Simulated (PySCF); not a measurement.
An element was calculated at UHF (PySCF 2.14, spin-free X2C, a triple-zeta basis, no spin-orbit coupling), in the ground configurations that NIST lists.

```
electron affinity          : -0.061 eV
first ionisation energy    : 5.519 eV
second ionisation energy   : 18.743 eV
third ionisation energy    : 29.629 eV
polarisability of the atom : 57.5 bohr³
```

Task: Which element is it?

Result: Gallium (Ga, Z = 31), in x2c-TZVPPall with one added diffuse shell each of s, p, d type. NIST lists 5.999, 20.515, 30.726 eV for these ionisation energies.
